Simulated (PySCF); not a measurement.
Atoms are numbered as in `[CH3:1][O:2][C@@H:3]1[CH2:4][CH2:5][C@@H:6]2[O:7][C@H:8]12`; H(Xn) means a hydrogen on atom n. Ha(C4), Ha(C5) are cis to O2 on the ring; Hb(C4), Hb(C5) are trans to O2 on the ring.

Geometry: GFN2-xTB; GIAO absolute shieldings from PySCF 2.14.0 with density-fitted response routines, gas phase, non-relativistic, averaged over equivalent atoms.

At OLYP/pcseg-1 (162 basis functions, 34 s wall time on 1 thread of an AMD EPYC 7R43 64-Core, shared host):
```
 atoms  σ (ppm)
    C3    101.7
    C1    131.8
    C6    135.2
    C8    137.4
    C4    159.7
    C5    160.3
    O2    292.3
    O7    303.1
 H(C1)    28.12
 H(C3)    28.27
 H(C8)    28.71
 H(C6)    28.86
Ha(C5)    29.85
Ha(C4)    30.10
Hb(C4)    30.18
Hb(C5)    30.43
```

Q: Estimate the result of repeating the calculation with BP86/6-31++G**.

A: 
```csv
atoms,σ at BP86/6-31++G**,change
C3,107.1,+5.4
C1,135.9,+4.1
C6,140.3,+5.1
C8,142.9,+5.5
C4,165.2,+5.5
C5,165.2,+4.9
O2,295.3,+3.0
O7,309.7,+6.6
H(C1),27.99,-0.13
H(C3),27.80,-0.47
H(C8),28.34,-0.37
H(C6),28.52,-0.34
Ha(C5),29.74,-0.11
Ha(C4),29.96,-0.14
Hb(C4),30.06,-0.12
Hb(C5),30.27,-0.16
```

The largest change is at O7 (ether oxygen). Cost: 204 basis functions, 61 s wall time on 1 thread of an AMD EPYC 7R43 64-Core, shared host. The order of the carbon signals changes between the two levels.
